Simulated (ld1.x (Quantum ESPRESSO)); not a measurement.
## Cutoff test, Sn (Z = 50), TM

tin (Sn), norm-conserving Troullier–Martins (Kleinman–Bylander form), made with ld1.x (Quantum ESPRESSO) 7.5 (PBE, scalar-relativistic). Core [Ar] 3d10, reference 4s2 4p6 4d10 5s2 5p2. Waves: 4s (bound): rc 0.95 bohr; 4d (bound): rc 1.55 bohr; 4p (bound): rc 1.25 bohr. Local part: the p channel. Core correction: a·sin(br)/r model core inside 0.90 bohr.

Occupied shells without a wave of their own: 5p, 5s. They enter only through the test configuration that unscreens the potential, and ld1.x also counts them in the model core charge.

The pseudo-atom Hamiltonian at the reference potential is diagonalised in spherical Bessel functions j_l(qr) that vanish at 20 bohr, with q² up to the cutoff. All-electron valence levels (Ry): 4s -9.8437, 5s -0.7753, 4d -1.8991, 4p -6.5928, 5p -0.2715.

Task: How do the lowest levels (Ry) of each channel move with the cutoff, and are there ghosts?

Result:

| cutoff (Ry) | s #1 | s #2 | s #3 | d #1 | d #2 | p #1 | p #2 | p #3 | f #1 | f #2 | Σ f·Δε (mRy) |
| --- | --- | --- | --- | --- | --- | --- | --- | --- | --- | --- | --- |
| 8 | -7.8100 | -0.5105 | -0.0126 | -0.0329 | 0.0660 | -3.2594 | -0.0813 | 0.0492 | 0.1045 | 0.2236 | 43718.9 |
| 18 | -8.0721 | -0.5660 | -0.0174 | -0.6493 | 0.0507 | -5.8127 | -0.2036 | 0.0288 | 0.1045 | 0.2236 | 21355.4 |
| 35 | -9.0897 | -0.6689 | -0.0253 | -1.5119 | 0.0472 | -6.5655 | -0.2792 | 0.0216 | 0.1045 | 0.2236 | 5819.5 |
| 55 | -9.7097 | -0.7691 | -0.0329 | -1.8579 | 0.0462 | -6.5770 | -0.2840 | 0.0212 | 0.1045 | 0.2236 | 840.9 |
| 90 | -9.7799 | -0.7886 | -0.0344 | -1.8988 | 0.0461 | -6.5919 | -0.2847 | 0.0211 | 0.1045 | 0.2236 | 161.8 |
| 140 | -9.8303 | -0.7982 | -0.0351 | -1.8990 | 0.0461 | -6.5926 | -0.2848 | 0.0211 | 0.1045 | 0.2236 | 35.4 |
| 230 | -9.8416 | -0.8011 | -0.0353 | -1.8991 | 0.0461 | -6.5928 | -0.2848 | 0.0211 | 0.1045 | 0.2236 | 5.2 |
| 400 | -9.8437 | -0.8016 | -0.0353 | -1.8991 | 0.0461 | -6.5928 | -0.2848 | 0.0211 | 0.1045 | 0.2236 | 0.0 |

Result: no extra level below or beside the all-electron valence levels (s, d, p, f tested); 10 mRy is reached at 180 Ry and 1 mRy at 300 Ry.

The potential misses its own reference levels by up to 0.4 eV. ld1.x takes every shell without a wave as core, so the model core holds the 5p, 5s electrons as well and exchange and correlation see them twice. This cancels in the reference configuration, but the file is broken for other ones, and its errors say nothing about a proper core correction. Its largest configuration-test error is -4408 meV.
